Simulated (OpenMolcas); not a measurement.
**Ir2+: moving or changing the point charges**

Ir2+ among 6 point charges of -1 e arranged as an octahedron (Oh), 1.89 Å from the ion.

| Item | Value |
| --- | --- |
| Program | OpenMolcas 26.06 |
| Method | CASSCF |
| Basis | ANO-RCC-VDZP [7s6p4d2f] |
| Scalar Hamiltonian | DKH2, point nucleus |
| Active space | 7 electrons in 5 orbitals (5d) |
| State averaging | 2S+1 = 4 even, 10 roots; 2S+1 = 2 even, 40 roots |
| Spin-orbit coupling | state interaction with AMFI integrals over the reference wave functions |

Runs around this geometry, states (labels of O, the rotations of Oh). Energies in cm-1 above the lowest state or level, χT in cm3 K/mol; under a threefold ground state the first gap can be a small split of the lowest multiplet, not the spin-orbit step; 10Dq and B are least-squares fits to the states below 45000 cm-1, weighted by degeneracy, with a free offset, and given where the rms deviation is under 5 % of |10Dq| (or 100 cm-1) and under 700 cm-1.

```json
{"R (Å)": "1.89", "q (e)": "-0.65", "Ground state": "4T1", "First state of that spin": "4T2 5695", "10Dq": "6293", "B (rms of fit)": "810 (135)", "First gap with spin-orbit (degeneracies)": "901.5 (2, 4)", "χT at 300 K": "3.481", "First state of another spin": "2E 9664"}
{"R (Å)": "1.79", "q (e)": "-1", "Ground state": "4T1", "First state of that spin": "4T2 11424", "10Dq": "12164", "B (rms of fit)": "800 (286)", "First gap with spin-orbit (degeneracies)": "635.4 (2, 4)", "χT at 300 K": "3.245", "First state of another spin": "2E 4386"}
{"R (Å)": "1.89", "q (e)": "-1", "Ground state": "4T1", "First state of that spin": "4T2 9034", "10Dq": "9720", "B (rms of fit)": "806 (233)", "First gap with spin-orbit (degeneracies)": "908.1 (2, 4)", "χT at 300 K": "3.256", "First state of another spin": "2E 6646"}
{"R (Å)": "2.05", "q (e)": "-1", "Ground state": "4T1", "First state of that spin": "4T2 6307", "10Dq": "6898", "B (rms of fit)": "810 (170)", "First gap with spin-orbit (degeneracies)": "930.8 (2, 4)", "χT at 300 K": "3.417", "First state of another spin": "2E 9218"}
```

Taking |10Dq| as R^-n, n = -ln(6898 / 12164) / ln(2.05 / 1.79) = 4.2 between the shortest and longest distance. The point-charge formula for a cubic d site gives n = 5.

Scaling the charges by -0.65 / -1 = 0.65 scales |10Dq| by 6293 / 9720 = 0.65; with fixed orbitals a first-order splitting would follow the charge.

An orbital triplet at a regular site is open to Jahn-Teller coupling, which can distort the site and quench the lowest spin-orbit gaps and is left out. Without dynamic correlation the repulsion within the d shell is too large (B by tens of per cent), so at a given field states of lower spin stand too high. Point charges give a weaker field than real ligands, and real ions of this kind are as a rule low spin; the high spin found here belongs to the model. This shell can be high or low spin here, a state of another spin lies low, and with metal d orbitals alone active their balance is uncertain, so the ground spin may be wrong (holds for R = 1.79, q = -1; R = 1.89, q = -1). Point charges carry no covalency, so the field is a model and not that of real ligands. No measured value stands beside these numbers.
